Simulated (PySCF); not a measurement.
CH₅GaO₂, SMILES [CH3][Ga]([OH])[OH]. Atoms are numbered in the order given.

```xyz
9

Ga     0.0020    -0.0027     0.0033
C     -1.3699    -1.4031    -0.0534
H     -0.9708    -2.3148    -0.5399
H     -2.2379    -1.0364    -0.6335
H     -1.7025    -1.6700     0.9687
O     -0.2329     1.5331    -0.9095
H      0.5315     2.1264    -0.7875
O      1.5835    -0.0053     0.8871
H      1.7321    -0.8263     1.3899
```
Charge 0, spin multiplicity 1.

Geometry: PBE-D3(BJ)/def2-SVP. One conformer was computed; it need not be the lowest.

Two levels are set side by side: PBE/pcSseg-1 (PySCF) and PBE0/pcSseg-1 (PySCF). GIAO shifts against H2O (¹⁷O), TMS (¹H), TMS (¹³C) at the same level; non-relativistic, no solvent, atoms listed together averaged. Differences are taken from unrounded values.

```
quantity            PBE0
------------------  ----
δ(¹³C) of C2 (ppm)  -7.0
```

Problem. What does PBE give, and how far is it from PBE0? (An estimate is asked for; the answer gives what the named calculation found.)

Solution. 
```
quantity             PBE  PBE minus PBE0
------------------  ----  --------------
δ(¹³C) of C2 (ppm)  -5.4             1.7
```

Rough cost on one machine, each run with all the roots and properties that it gave: PBE0 against PBE within a factor of 2.
